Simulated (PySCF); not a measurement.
Compound: C₂H₁₂BNSi₂.
SMILES: `CB(C)N([SiH3])[SiH3]`

Jobs on this species (18 atoms, 64 electrons) with PySCF (density fitting). Hardware of each: x86-64 server, one thread, on a shared host. Other jobs ran on the host; a repeat could differ by tens of per cent or more.

Problem. Rank these jobs by wall time, shortest first.
A. wB97X-D/def2-SVPD; 10 singlets by full TDDFT, 4 Tamm–Dancoff triplets, polarisability, ΔSCF ions; 224 basis functions
B. PBE0-D3(BJ)/def2-SVP, grid level 1; geometry optimisation from a GFN2-xTB start; 152 basis functions
C. PBE0/pcSseg-1; shieldings, charges and field gradients; 176 basis functions

Solution. C (21 s), B (70 s), A (2.0 min).

All jobs:

```tsv
level and settings	work	basis functions	SCF cycles	wall time
PBE0/pcSseg-1	shieldings, charges and field gradients	176	12	21 s
wB97X-D/pcSseg-1	shieldings	176	13	26 s
PBE0-D3(BJ)/def2-SVP, grid level 1	geometry optimisation from a GFN2-xTB start	152	56	70 s
wB97X-D/def2-SVPD	10 singlets by full TDDFT, 4 Tamm–Dancoff triplets, polarisability, ΔSCF ions	224	13	2.0 min
```

Problem. What do all jobs in the table cost together?

Solution. About 4.0 min; the longest takes about 51 % of that, and about 5.7 times as long as the shortest.
